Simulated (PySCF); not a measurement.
Computed shifts of a molecule C4H4F2O2, PBE/pcSseg-1 run with PySCF, GIAO, gas phase, equivalent atoms averaged, in ppm (number of nuclei): ¹³C: 144.6 (1), 142.4 (1), 127.4 (1), 13.3 (1). ¹⁹F: -85.0 (2). ¹H: 6.41 (1), 2.27 (3). References: ¹³C against TMS (σ = 182.0 ppm); ¹⁷O against H2O (σ = 334.3 ppm); ¹⁹F against CFCl3 (σ = 133.6 ppm); ¹H against TMS (σ = 31.49 ppm), references at their B3LYP-D3(BJ)/def2-TZVP geometries, non-relativistic. Geometry optimised at PBE0-D3(BJ)/def2-SVP. The values are those of a single conformer.

Question: Pick the molecule that these values belong to.
A. CC(=O)C(F)(F)C=O
B. CC1OC(F)=C(F)O1
C. CO[C@@]1(F)C=C(F)O1
D. CC1=COC(F)(F)O1

Answer: D, CC1=COC(F)(F)O1
